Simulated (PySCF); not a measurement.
Cl2, charge +1, doublet, geometry from GFN2-xTB (a state made from the parent by changing its charge; the spin is typed, not shown lowest); BLYP/cc-pVDZ run with PySCF.

Input for PySCF:
```python
from pyscf import gto, scf, dft

mol = gto.M(
    atom='''
Cl   -0.000000   -0.000000   -0.980432
Cl    0.000000    0.000000    0.980432
''',
    basis='cc-pvdz',
    charge=1,
    spin=1,
    verbose=4,
)

mf = dft.UKS(mol)
mf.xc = 'blyp'
mf.kernel()
```

What the program printed (banner, timings and long lists left out):

```
PySCF version 2.14.0

[INPUT] verbose = 4
[INPUT] num. atoms = 2
[INPUT] num. electrons = 33
[INPUT] charge = 1
[INPUT] spin (= nelec alpha-beta = 2S) = 1
[INPUT] symmetry False subgroup None
[INPUT] Mole.unit = angstrom
[INPUT] Symbol           X                Y                Z      unit          X                Y                Z       unit  Magmom
[INPUT]  1 Cl     0.000000000000   0.000000000000  -0.980432000000 AA    0.000000000000   0.000000000000  -1.852747963760 Bohr   0.0
[INPUT]  2 Cl     0.000000000000   0.000000000000   0.980432000000 AA    0.000000000000   0.000000000000   1.852747963760 Bohr   0.0

nuclear repulsion = 77.9922595120722
number of shells = 10
number of NR pGTOs = 82
number of NR cGTOs = 36
basis = cc-pvdz
ecp = {}

******** <class 'pyscf.dft.uks.UKS'> ********
method = UKS
initial guess = minao
damping factor = 0
level_shift factor = 0
DIIS = <class 'pyscf.scf.diis.CDIIS'>
diis_start_cycle = 1
diis_space = 8
diis_damp = 0
SCF conv_tol = 1e-09
SCF conv_tol_grad = None
SCF max_cycles = 50
direct_scf = True
direct_scf_tol = 1e-13
number electrons alpha = 17  beta = 16
XC library pyscf.dft.libxc version 7.1.2
    S. Lehtola, C. Steigemann, M. J. T. Oliveira, and M. A. L. Marques,  SoftwareX 7, 1–5 (2018)
XC functionals = blyp
    A. D. Becke,  Phys. Rev. A 38, 3098 (1988)
    C. Lee, W. Yang, and R. G. Parr,  Phys. Rev. B 37, 785 (1988)
    B. Miehlich, A. Savin, H. Stoll, and H. Preuss,  Chem. Phys. Lett. 157, 200 (1989)
radial grids:
    Treutler-Ahlrichs [JCP 102, 346 (1995); DOI:10.1063/1.469408] (M4) radial grids

becke partition: Becke, JCP 88, 2547 (1988); DOI:10.1063/1.454033
pruning grids: <function nwchem_prune>
grids dens level: 3
symmetrized grids: False
atomic radii adjust function: <function treutler_atomic_radii_adjust>
small_rho_cutoff = 0
Set gradient conv threshold to 3.16228e-05
tot grids = 37760
init E= -920.550215884832

cycle= 1 E= -919.936837839705  delta_E= 0.613  |g|= 0.187  |ddm|=  1.1
cycle= 2 E= -919.938575679431  delta_E= -0.00174  |g|= 0.181  |ddm|=  1.1
cycle= 3 E= -919.956334855587  delta_E= -0.0178  |g|= 0.0379  |ddm|= 1.06

cycle= 4 E= -919.955579779725  delta_E= 0.000755  |g|= 0.049  |ddm|= 1.04

cycle= 5 E= -919.956823029363  delta_E= -0.00124  |g|= 0.0262  |ddm|= 1.04

cycle= 6 E= -919.956949755246  delta_E= -0.000127  |g|= 0.0224  |ddm|= 0.00593

cycle= 7 E= -919.957043254343  delta_E= -9.35e-05  |g|= 0.0193  |ddm|= 0.107

cycle= 8 E= -919.957059482408  delta_E= -1.62e-05  |g|= 0.0187  |ddm|= 0.122

cycle= 9 E= -919.957312365584  delta_E= -0.000253  |g|= 0.00214  |ddm|= 0.0241

cycle= 10 E= -919.957315696708  delta_E= -3.33e-06  |g|= 0.000164  |ddm|= 0.00197

cycle= 11 E= -919.95731571599  delta_E= -1.93e-08  |g|= 2.46e-05  |ddm|= 0.000185

cycle= 12 E= -919.957315716321  delta_E= -3.3e-10  |g|= 1.24e-05  |ddm|= 2.4e-05

Extra cycle  E= -919.957315667635  delta_E= 4.87e-08  |g|= 0.000259  |ddm|= 0.0043
SCF not converged.
SCF energy = -919.957315667635 after 50 cycles  <S^2> = 0.75109428  2S+1 = 2.001094
```

Convergence was not reached.
